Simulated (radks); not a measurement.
Task: These are the eigenvalues of the occupied orbitals of an atom or ion with whole-number occupations (hartree). Method: non-relativistic Kohn-Sham, B86b exchange with PBE correlation, spin-polarised, spherical densities, point nucleus; computed with a radial shooting solver on a logarithmic mesh with Libxc functionals.

orbital  eigenvalue
1s up     -116.8121
1s down   -116.7918
2s up     -13.33651
2s down   -13.31710
2p up     -10.96501
2p down   -10.93801
3s up      -3.04393
3s down    -2.90988
3p up      -2.46062

Which element is it, and in what charge state? The configuration may be excited. Open shells, if any, are filled with parallel spins first.

Result: Z = 18, argon, charge +4: Ar4+ in [Ne] 3s2 3p2. The list shows which subshells hold electrons but not how many an open one holds; the 1s level, -116.81 hartree, gives Z - s = 15.3 by -(Z - s)^2/2, which with screening narrows Z to a few neighbours, and the depths of the outer levels then fix element, charge and occupations together.
